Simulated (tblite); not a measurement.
Compound: C₅H₉F₃N (doublet state).
Z-matrix (Å and degrees, GFN2-xTB geometry), rows numbered from 1:
```
C 
C   1  1.4770
C   2  1.5499  1  110.36
N   2  1.4466  1  111.12  3  -119.20
C   4  1.4523  2  116.63  1   -61.70
C   2  1.5571  1  108.73  3   116.27
F   6  1.3423  2  112.66  1   -68.70
F   6  1.3456  2  111.39  1   171.72
F   6  1.3412  2  113.47  1    51.79
H   1  1.0699  2  118.90  3    88.38
H   1  1.0713  2  120.31  3   -84.18
H   3  1.0863  2  110.54  1    51.94
H   3  1.0853  2  108.20  1   -67.99
H   3  1.0882  2  110.07  1   172.63
H   4  1.0146  2  110.45  1   171.50
H   5  1.0963  4  114.01  2   -73.97
H   5  1.0888  4  107.91  2   165.29
H   5  1.0887  4  108.70  2    47.19
```

Computed with GFN2-xTB (tblite): harmonic, unscaled wavenumbers at the GFN2-xTB geometry, gas phase. Errors from tens to a few hundred cm⁻¹ against measured bands are possible. One conformer, not necessarily the lowest. Open shells enter through the occupations alone, without spin polarisation, and single modes of such species can be off by tens of per cent.

Harmonic wavenumbers (cm⁻¹): 56.3, 103.1, 169.4, 185.6, 202.5, 204.7, 221.7, 258.8, 299.2, 321.4, 340.1, 406.8, 448.2, 487.3, 517.2, 546.8, 580.4, 705.8, 772.9, 867.4, 959.9, 984.9, 1038.2, 1064.3, 1066.0, 1095.1, 1099.0, 1122.7, 1160.5, 1175.0, 1260.0, 1358.5, 1377.8, 1400.4, 1414.9, 1472.4, 1476.2, 1480.0, 1500.2, 2915.9, 3018.6, 3023.6, 3025.0, 3053.3, 3065.4, 3153.4, 3210.1, 3380.3.

A = 2029, B = 1560, C = 1330 MHz; mass 140.069 u (most abundant isotopes); point group C1, symmetry number 1; spin multiplicity 2.

**Question.** What is the zero-point energy?

**Answer.** Half the sum of the wavenumbers: 29524 cm⁻¹ = 84.41 kcal/mol.

**Question.** Entropy at 298.15 K, 1 bar (ideal gas, RRHO, classical rotation)?

**Answer.** Translation 40.75, rotation 28.73, vibration 30.08, spin (R ln 2) 1.38: S = 100.9 cal/(mol K).

**Question.** And Cp and H(298.15 K) − H(0)?

**Answer.** Cp = 41.32 cal/(mol K), of which vibrations give 33.37 (their classical limit is 48 R = 95.4); H(298.15 K) − H(0) = 7.41 kcal/mol without the zero-point energy, 5.04 from vibrations.

**Question.** How do the functions run with temperature in this model?

**Answer.** 
| T (K) | S (cal/(mol K)) | Cp (cal/(mol K)) | H − H(0) (kcal/mol) | G − H(0) (kcal/mol) | ln q(vib) |
| --- | --- | --- | --- | --- | --- |
| 50 | 58.6 | 11.8 | 0.46 | -2.46 | 0.29 |
| 100 | 69.1 | 19.4 | 1.24 | -5.66 | 1.22 |
| 373.15 | 111.0 | 48.2 | 10.77 | -30.64 | 8.77 |
| 500 | 126.5 | 58.0 | 17.53 | -45.71 | 12.29 |
| 750 | 152.7 | 71.3 | 33.82 | -80.72 | 18.82 |
| 1000 | 174.5 | 79.8 | 52.76 | -121.70 | 24.75 |

q(vib) and H(0) count from the zero-point level.

**Question.** What must be added to the electronic energy to get the Gibbs energy at 298.15 K and 1 bar?

**Answer.** ZPE + [H(298.15 K) − H(0)] − T·S = 84.41 + 7.41 − 30.09 = 61.73 kcal/mol.

Hindered rotation and anharmonicity are outside this model. Other conformers, if any are populated, would add a mixing term that is left out. The structure is chiral; the term R ln 2 for an equal mix with its mirror image is left out.
